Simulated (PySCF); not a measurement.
Species: C7H6FOS (charge -1).
Atom-mapped SMILES: `[CH3:1]/[CH:2]=[CH:3]\[c:4]1[c:5]([F:6])[cH:7][s:8][c:9]1[O-:10]` (hydrogens: H11, H12, H13 on C1; H14 on C2; H15 on C3; H16 on C7)

Computed with PBE0-D3(BJ)/def2-SVP geometry optimisation, gas phase (PySCF).

(1) List the bond lengths, angles and torsions at this level.

## Answers

(1) 
| bond | length (bohr) |
| --- | --- |
| C1–C2 | 2.830 |
| C2=C3 | 2.561 |
| C3–C4 | 2.726 |
| C4–C5 | 2.697 |
| C5–F6 | 2.548 |
| C5–C7 | 2.570 |
| C7–S8 | 3.301 |
| S8–C9 | 3.489 |
| C9–O10 | 2.313 |
| C4–C9 | 2.714 |
| C1–H11, C1–H12 | 2.081 |
| C1–H13 | 2.093 |
| C2–H14 | 2.074 |
| C3–H15 | 2.075 |
| C7–H16 | 2.056 |

Bonds in one row agree within 0.02 bohr and their mean is given. A selection of angles:
| angle | degrees |
| --- | --- |
| C1–C2–C3 | 128.8 |
| C2–C3–C4 | 134.8 |
| C3–C4–C5 | 131.7 |
| C3–C4–C9 | 117.0 |
| C5–C4–C9 | 111.2 |
| C4–C5–F6 | 121.8 |
| C4–C5–C7 | 118.0 |
| F6–C5–C7 | 120.1 |
| C5–C7–S8 | 110.5 |
| C7–S8–C9 | 92.2 |
| S8–C9–O10 | 120.9 |
| C4–C9–S8 | 108.1 |
| C4–C9–O10 | 131.0 |

Dihedral angles: C1–C2–C3–C4 -3° (synperiplanar); C2–C3–C4–C5 -16° (synperiplanar). The mirror-image conformer, all signs reversed, is as good.

The 5-membered ring C4–C5–C7–S8–C9 has internal angles of 92.2° to 118.0°; it is planar, 0.01 Å rms from its mean plane, widest ring torsion 2°. The 2 C–S bonds span 1.747 Å (C7–S8, aromatic) to 1.846 Å (S8–C9, aromatic), a spread of 0.099 Å. C3 (alkene CH carbon) is planar (angles 134.8°, 115.3° and 109.9°, sum 360.0°, 0.01 Å off the plane of its three neighbours). C4 (substituted aromatic carbon) is planar (angles 131.7°, 117.0° and 111.2°, sum 359.9°, 0.03 Å off the plane of its three neighbours). C2 (alkene CH carbon) is planar (angles 128.8°, 115.7° and 115.4°, sum 360.0°, 0.00 Å off the plane of its three neighbours). S8 (thiophene-type sulfur) is bent (angle 92.2°). C7 (aromatic CH next to a ring sulfur) is planar (angles 126.4°, 123.1° and 110.5°, sum 359.9°, 0.02 Å off the plane of its three neighbours).

Point group: C1 (no symmetry element, even within 0.4 Å). PBE0-D3(BJ)/def2-SVP frequencies: not computed here. The geometry's basis has no diffuse functions, a weakness for an anion.
